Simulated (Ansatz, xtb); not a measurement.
## C5H5BOSe: 5 structures ranked

5 gas-phase structures of C5H5BOSe, from a drawn sample of its isomers (lower ones may exist). Each was relaxed with GFN2-xTB; where two conformers were screened, the lower at r2SCAN-D4/def2-SVP is listed:

A. `Bc1cc(C=O)c[se]1`, a singlet
B. `Bc1c[se]cc1C=O`, a singlet
C. `Bc1c[se]c(C=O)c1`, a singlet
D. `Bc1cc[se]c1C=O`, a singlet
E. `Bc1[se]ccc1C=O`, a singlet

Question: Which do you expect lowest at r2SCAN-D4/def2-SVP, and how would the others follow?

Answer: Calculated order at r2SCAN-D4/def2-SVP: A (0.0), E (0.2), C (1.7), D (3.3), B (5.3) kcal/mol. Less than 1 kcal/mol parts A and E, so the order within that pair means little.

Energies above the lowest of each column, in kcal/mol; the last columns are at B3LYP-D3(BJ)/def2-SVP geometries:

| structure | GFN2-xTB | HF/STO-3G | r2SCAN-D4/def2-SVP | B3LYP-D3(BJ)/def2-SVP | CCSD(T)/def2-SVP + ΔMP2/def2-TZVPP |
| --- | --- | --- | --- | --- | --- |
| A | 0.9 | 0.0 | 0.0 | 0.0 | 0.0 |
| E | 2.1 | 1.5 | 0.2 | 0.4 | 0.4 |
| C | 0.0 | 3.0 | 1.7 | 1.4 | 1.5 |
| D | 0.5 | 5.3 | 3.3 | 3.0 | 3.0 |
| B | 2.9 | 2.9 | 5.3 | 4.9 | 4.1 |

CCSD(T)/def2-SVP + ΔMP2/def2-TZVPP puts A lowest, with E within 1 kcal/mol; GFN2-xTB picks C. Flexible structures stand in one conformer each, not always the lowest. ΔMP2 is the change of the MP2 energy from the smaller to the larger basis.

Over these structures GFN2-xTB departs from r2SCAN-D4/def2-SVP by 1.8 kcal/mol on average once a common shift is removed. A GFN2-xTB relaxation took about 0.3 s and the r2SCAN-D4/def2-SVP energy about 7.5 s on a shared host (Ansatz 0.2.0, xtb 6.7.1).
